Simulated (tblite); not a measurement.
Record of a relaxation.

Species: C₆H₁₃ClOSi.
SMILES with atom numbers: `[CH3:1][CH:2]([CH3:3])[C@H:4]([CH:5]=[O:6])[CH2:7][SiH2:8][Cl:9]` (hydrogens: H10, H11, H12 on C1; H13 on C2; H14, H15, H16 on C3; H17 on C4; H18 on C5; H19, H20 on C7; H21, H22 on Si8)

Computed with GFN2-xTB (tblite), gas phase: L-BFGS steps from a force-field or distance-geometry start until the largest atomic force falls under 0.01 eV/Å. 8 of its 157 geometries are shown.

Step 0: E = -812.2851 eV, largest atomic force 1.953 eV/Å
```
atom  x, y, z in Å  |  force x, y, z in eV/Å
C1     -1.313    1.752    0.501   -0.586   0.219   0.124
C2     -1.034    0.719   -0.594    0.045  -0.131   0.713
C3     -2.072   -0.402   -0.536   -0.518   0.003  -0.245
C4      0.427    0.195   -0.499    0.031  -0.599   0.073
C5      0.787   -0.458   -1.818    0.595  -1.757   0.112
O6      1.147   -1.621   -1.957   -0.575   1.845   0.283
C7      0.677   -0.767    0.692   -0.481   0.142   0.006
Si8     2.477   -1.045    1.183    0.788  -0.177  -0.155
Cl9     3.222    0.717    1.905   -0.119  -0.199  -0.106
H10    -2.317    2.196    0.356    0.480  -0.252   0.012
H11    -1.307    1.315    1.503    0.090  -0.011  -0.216
H12    -0.592    2.564    0.472    0.062  -0.028  -0.004
H13    -1.149    1.227   -1.540    0.064   0.183  -0.487
H14    -1.892   -1.151   -1.315    0.019   0.163   0.230
H15    -2.103   -0.893    0.435    0.173   0.020  -0.063
H16    -3.084    0.016   -0.702    0.518  -0.138   0.005
H17     1.094    1.060   -0.403   -0.108   0.037  -0.005
H18     0.717    0.203   -2.705   -0.095   0.005   0.164
H19     0.235   -1.749    0.490   -0.016   0.244  -0.163
H20     0.178   -0.391    1.598   -0.086   0.061  -0.351
H21     2.568   -2.038    2.281   -0.063   0.262  -0.274
H22     3.325   -1.430    0.032   -0.218   0.105   0.346
```

Step 22: E = -812.4036 eV, largest atomic force 0.073 eV/Å
```
atom  x, y, z in Å  |  force x, y, z in eV/Å
C1     -1.313    1.761    0.509   -0.009   0.001   0.001
C2     -1.025    0.733   -0.581    0.039  -0.016   0.021
C3     -2.053   -0.395   -0.550   -0.006   0.014  -0.009
C4      0.417    0.182   -0.459    0.016  -0.019  -0.005
C5      0.795   -0.483   -1.753   -0.027   0.002   0.004
O6      1.226   -1.597   -1.867    0.034   0.030  -0.005
C7      0.636   -0.779    0.711    0.001   0.032  -0.019
Si8     2.473   -1.051    1.136   -0.038   0.020  -0.030
Cl9     3.176    0.733    1.803   -0.003  -0.019   0.004
H10    -2.303    2.189    0.367   -0.017  -0.008   0.000
H11    -1.282    1.303    1.494   -0.004   0.013   0.014
H12    -0.585    2.568    0.481    0.007   0.001   0.005
H13    -1.099    1.241   -1.551    0.013  -0.007   0.018
H14    -1.828   -1.143   -1.309   -0.004   0.005   0.001
H15    -2.064   -0.880    0.422   -0.027   0.000  -0.008
H16    -3.047    0.002   -0.742   -0.014  -0.002  -0.010
H17     1.079    1.053   -0.357   -0.008  -0.017  -0.014
H18     0.625    0.157   -2.644    0.007  -0.018   0.004
H19     0.184   -1.739    0.456    0.006   0.045   0.057
H20     0.122   -0.393    1.594   -0.007  -0.042  -0.031
H21     2.557   -2.023    2.224    0.028   0.012   0.014
H22     3.296   -1.420   -0.004    0.014  -0.029  -0.011
```

Step 45: E = -812.4107 eV, largest atomic force 0.022 eV/Å
```
atom  x, y, z in Å  |  force x, y, z in eV/Å
C1     -1.321    1.753    0.524   -0.003   0.006   0.010
C2     -1.025    0.734   -0.572    0.000   0.002   0.000
C3     -2.072   -0.378   -0.576   -0.003  -0.011  -0.004
C4      0.410    0.172   -0.449    0.001  -0.003  -0.001
C5      0.807   -0.485   -1.740    0.000  -0.017  -0.005
O6      1.364   -1.543   -1.842   -0.004   0.008   0.001
C7      0.636   -0.783    0.723    0.001   0.000  -0.001
Si8     2.480   -1.067    1.117    0.000   0.022   0.002
Cl9     3.192    0.735    1.730    0.004  -0.009  -0.010
H10    -2.314    2.173    0.384   -0.007   0.004  -0.004
H11    -1.287    1.294    1.508   -0.003  -0.010   0.011
H12    -0.599    2.565    0.500    0.006   0.010   0.005
H13    -1.081    1.255   -1.536   -0.004   0.014  -0.004
H14    -1.830   -1.133   -1.320    0.009  -0.011  -0.011
H15    -2.133   -0.858    0.398    0.005  -0.006   0.009
H16    -3.051    0.033   -0.811   -0.002   0.005   0.002
H17     1.075    1.042   -0.347    0.003   0.000  -0.003
H18     0.540    0.104   -2.641    0.005   0.003  -0.002
H19     0.166   -1.738    0.493    0.000   0.001  -0.001
H20     0.140   -0.385    1.610    0.006  -0.002  -0.001
H21     2.596   -1.994    2.243   -0.017   0.009  -0.005
H22     3.296   -1.479   -0.014    0.001  -0.014   0.010
```

Step 67: E = -812.4149 eV, largest atomic force 0.046 eV/Å
```
atom  x, y, z in Å  |  force x, y, z in eV/Å
C1     -1.340    1.727    0.563    0.000   0.008   0.006
C2     -1.028    0.748   -0.566    0.001  -0.010   0.000
C3     -2.059   -0.379   -0.604   -0.005  -0.007  -0.009
C4      0.412    0.197   -0.461    0.006  -0.026  -0.002
C5      0.804   -0.473   -1.747    0.030   0.013  -0.006
O6      1.417   -1.501   -1.833   -0.018   0.014   0.001
C7      0.645   -0.755    0.713    0.008   0.001   0.015
Si8     2.479   -1.078    1.120   -0.017  -0.026  -0.022
Cl9     3.285    0.732    1.551    0.013   0.043   0.004
H10    -2.324    2.165    0.413   -0.016  -0.001  -0.004
H11    -1.339    1.229    1.529   -0.009  -0.012   0.006
H12    -0.610    2.532    0.593    0.018   0.007  -0.014
H13    -1.088    1.301   -1.512   -0.005  -0.012   0.001
H14    -1.796   -1.116   -1.359    0.004   0.004  -0.028
H15    -2.124   -0.883    0.357    0.010   0.025   0.005
H16    -3.041    0.022   -0.842   -0.009   0.001   0.002
H17     1.076    1.070   -0.371   -0.002  -0.044   0.013
H18     0.484    0.072   -2.658   -0.003   0.017   0.018
H19     0.157   -1.704    0.493    0.012   0.014   0.014
H20     0.164   -0.343    1.602   -0.007  -0.005   0.013
H21     2.529   -1.888    2.339    0.008   0.013  -0.005
H22     3.287   -1.655    0.059   -0.020  -0.017  -0.005
```

Step 89: E = -812.4314 eV, largest atomic force 0.097 eV/Å
```
atom  x, y, z in Å  |  force x, y, z in eV/Å
C1     -1.399    1.662    0.634   -0.016   0.017   0.026
C2     -1.029    0.753   -0.537   -0.017   0.047  -0.005
C3     -2.049   -0.371   -0.709    0.018   0.030  -0.002
C4      0.406    0.207   -0.410   -0.035   0.037   0.003
C5      0.848   -0.412   -1.702   -0.020   0.066   0.029
O6      1.604   -1.337   -1.805    0.042  -0.060   0.064
C7      0.636   -0.742    0.766   -0.006   0.021  -0.017
Si8     2.477   -1.112    1.098    0.023  -0.005  -0.005
Cl9     3.487    0.635    0.864   -0.036  -0.051   0.014
H10    -2.354    2.144    0.441   -0.040  -0.015   0.002
H11    -1.487    1.103    1.562   -0.020  -0.033  -0.002
H12    -0.653    2.441    0.774    0.029  -0.013  -0.028
H13    -1.046    1.371   -1.442   -0.025   0.000  -0.050
H14    -1.751   -1.033   -1.520   -0.022   0.005   0.029
H15    -2.143   -0.959    0.202    0.005   0.028  -0.019
H16    -3.024    0.049   -0.946   -0.008  -0.029   0.014
H17     1.066    1.079   -0.284   -0.002   0.001  -0.012
H18     0.427    0.078   -2.603    0.025   0.002  -0.006
H19     0.098   -1.672    0.589    0.040  -0.012  -0.026
H20     0.202   -0.293    1.660    0.021   0.002   0.005
H21     2.579   -1.475    2.517    0.044   0.000  -0.052
H22     3.095   -2.098    0.232    0.000  -0.036   0.038
```

Step 111: E = -812.4640 eV, largest atomic force 0.052 eV/Å
```
atom  x, y, z in Å  |  force x, y, z in eV/Å
C1     -1.471    1.633    0.658   -0.026  -0.008   0.010
C2     -1.047    0.776   -0.533   -0.011  -0.009  -0.001
C3     -2.049   -0.354   -0.759    0.004  -0.010  -0.005
C4      0.391    0.255   -0.362    0.002   0.008   0.012
C5      0.925   -0.356   -1.620    0.003   0.014   0.031
O6      1.757   -1.222   -1.635    0.021  -0.024  -0.010
C7      0.630   -0.716    0.794   -0.007   0.019   0.010
Si8     2.476   -1.160    1.017    0.007   0.000  -0.022
Cl9     3.576    0.427    0.401    0.023  -0.029   0.000
H10    -2.426    2.111    0.452   -0.007   0.044  -0.027
H11    -1.597    1.028    1.551    0.028  -0.040   0.018
H12    -0.733    2.404    0.866   -0.017   0.019  -0.023
H13    -1.045    1.414   -1.426   -0.013   0.006   0.009
H14    -1.736   -0.987   -1.587   -0.014  -0.002   0.002
H15    -2.145   -0.970    0.131   -0.001   0.001  -0.001
H16    -3.028    0.062   -0.990    0.010  -0.030  -0.006
H17     1.026    1.140   -0.201    0.022  -0.002  -0.013
H18     0.522    0.055   -2.564   -0.002   0.025   0.013
H19     0.063   -1.629    0.615   -0.003   0.011   0.016
H20     0.252   -0.278    1.716   -0.012   0.014  -0.005
H21     2.711   -1.226    2.466    0.002  -0.023   0.000
H22     2.935   -2.388    0.392   -0.009   0.017  -0.009
```

Step 134: E = -812.4774 eV, largest atomic force 0.027 eV/Å
```
atom  x, y, z in Å  |  force x, y, z in eV/Å
C1     -1.532    1.633    0.638   -0.006   0.003  -0.001
C2     -1.061    0.777   -0.535   -0.002  -0.001   0.004
C3     -2.009   -0.400   -0.757   -0.001   0.000  -0.006
C4      0.398    0.315   -0.343   -0.003   0.004   0.000
C5      0.945   -0.297   -1.594   -0.016   0.014  -0.006
O6      1.763   -1.176   -1.609    0.007  -0.017  -0.004
C7      0.654   -0.622    0.836    0.006   0.004  -0.001
Si8     2.464   -1.226    0.969    0.004  -0.004   0.020
Cl9     3.708    0.252    0.365   -0.024  -0.009  -0.007
H10    -2.512    2.053    0.427   -0.009  -0.007  -0.009
H11    -1.611    1.038    1.545    0.013   0.012   0.003
H12    -0.841    2.454    0.816   -0.009  -0.008   0.017
H13    -1.081    1.404   -1.436    0.011  -0.012   0.000
H14    -1.653   -1.035   -1.567    0.004  -0.011   0.015
H15    -2.101   -1.002    0.144    0.009   0.004  -0.013
H16    -3.001   -0.038   -1.018    0.003   0.013  -0.001
H17     1.006    1.221   -0.201    0.010  -0.005   0.006
H18     0.563    0.134   -2.538   -0.002   0.010  -0.007
H19     0.011   -1.497    0.744   -0.004   0.011   0.007
H20     0.375   -0.115    1.759   -0.001   0.000  -0.002
H21     2.725   -1.361    2.411   -0.003   0.004  -0.014
H22     2.778   -2.490    0.326    0.014  -0.004  -0.001
```

Step 156: E = -812.4786 eV, largest atomic force 0.009 eV/Å
```
atom  x, y, z in Å  |  force x, y, z in eV/Å
C1     -1.542    1.632    0.637    0.000   0.002   0.003
C2     -1.057    0.780   -0.533    0.004  -0.002   0.005
C3     -2.000   -0.401   -0.761    0.002   0.003   0.000
C4      0.402    0.319   -0.336    0.005  -0.004   0.000
C5      0.943   -0.294   -1.589    0.002  -0.005  -0.003
O6      1.736   -1.196   -1.609   -0.005   0.001   0.001
C7      0.655   -0.617    0.844    0.004  -0.003   0.001
Si8     2.461   -1.238    0.964    0.008   0.003  -0.003
Cl9     3.695    0.238    0.335   -0.002  -0.005   0.002
H10    -2.530    2.032    0.420   -0.003   0.001   0.003
H11    -1.610    1.041    1.546    0.001  -0.005   0.000
H12    -0.867    2.466    0.815    0.004   0.003  -0.003
H13    -1.071    1.406   -1.434   -0.003  -0.007   0.004
H14    -1.632   -1.043   -1.558   -0.001   0.002   0.001
H15    -2.103   -0.996    0.143    0.000   0.002  -0.004
H16    -2.988   -0.039   -1.036    0.003  -0.002  -0.008
H17     1.013    1.223   -0.194   -0.006   0.002   0.001
H18     0.580    0.159   -2.530   -0.003   0.002   0.001
H19     0.000   -1.484    0.764   -0.001   0.002  -0.005
H20     0.391   -0.102    1.767    0.000   0.002   0.000
H21     2.738   -1.365    2.403   -0.002   0.003  -0.001
H22     2.776   -2.502    0.322   -0.006   0.004   0.003
```

**Question.** Summarise the path.

**Answer.** The energy falls by 0.1935 eV from step 0 to step 156; nine tenths of that is first reached at step 103. It falls at every step. The largest force goes from 1.953 to 0.009 eV/Å. Among the bonds Si8–H22 changes most, from 1.481 to 1.452 Å; the atoms move by 0.578 Å rms after alignment.

**Question.** Follow the three bonds and two angles with the largest change from start to end.

**Answer.** 
```tsv
step	E above end (eV)	largest force (eV/Å)	Si8–H22 (Å)	C7–Si8 (Å)	C5=O6 (Å)	C7–Si8–H21 (°)	C7–Si8–H22 (°)
0	0.1935	1.953	1.481	1.886	1.226	110.5	112.5
7	0.0907	0.099	1.457	1.903	1.199	108.8	113.7
14	0.0815	0.065	1.456	1.904	1.199	108.2	114.9
20	0.0764	0.057	1.453	1.905	1.200	108.4	114.3
27	0.0724	0.050	1.454	1.902	1.200	109.1	114.1
34	0.0704	0.050	1.456	1.904	1.200	109.3	114.6
41	0.0683	0.037	1.454	1.906	1.200	109.4	114.8
47	0.0677	0.024	1.454	1.907	1.200	109.1	115.2
54	0.0669	0.026	1.453	1.906	1.200	108.1	115.7
61	0.0653	0.037	1.453	1.905	1.200	107.7	116.5
68	0.0634	0.086	1.453	1.906	1.201	107.7	116.6
75	0.0605	0.072	1.453	1.907	1.200	107.7	116.0
81	0.0568	0.135	1.454	1.904	1.199	107.1	116.2
88	0.0489	0.101	1.452	1.906	1.200	106.4	116.0
95	0.0294	0.122	1.453	1.911	1.202	107.3	116.6
102	0.0196	0.086	1.452	1.915	1.201	107.0	116.9
109	0.0154	0.068	1.452	1.912	1.201	106.5	117.1
115	0.0116	0.055	1.449	1.912	1.201	106.0	116.0
122	0.0074	0.063	1.452	1.912	1.202	105.9	115.9
129	0.0026	0.039	1.452	1.913	1.201	106.0	116.0
136	0.0009	0.029	1.452	1.912	1.201	105.5	116.7
142	0.0005	0.023	1.452	1.913	1.201	105.2	117.1
149	0.0002	0.011	1.452	1.913	1.201	105.4	117.2
156	0.0000	0.009	1.452	1.913	1.201	105.5	117.4
```

What follows is the cost of the whole relaxation. Time: 2.9 s wall. Hardware: one thread of an Arm Neoverse N1, shared host with 64 logical CPUs at a one-minute load of 58.
